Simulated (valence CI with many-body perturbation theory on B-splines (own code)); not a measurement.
Which ion has this spectrum?

A relativistic CI+MBPT calculation for an atom or ion with 22 electrons gives these levels (cm⁻¹):

| J | Parity | E | g |
| --- | --- | --- | --- |
| 0 | even | 0 |  |
| 1 | even | 481103 | 1.49 |
| 4 | even | 575858 | 1.06 |
| 2 | even | 599429 | 1.20 |
| 3 | even | 626686 | 1.12 |
| 0 | even | 1031062 |  |
| 2 | even | 1036533 | 1.27 |
| 4 | even | 1053608 | 1.14 |
| 3 | even | 1069724 | 1.17 |
| 5 | even | 1099148 | 1.08 |
| 6 | even | 1121721 | 1.07 |
| 1 | even | 1139514 | 1.07 |
| 3 | even | 1165035 | 1.06 |
| 4 | even | 1167613 | 1.03 |

The energies are calculated, and their last digits are not significant.

Which is it?
A. Lu49+
B. Hf50+
C. W52+
D. Ta51+

D. Ta51+, ground level (3d3/2^4) J=0.
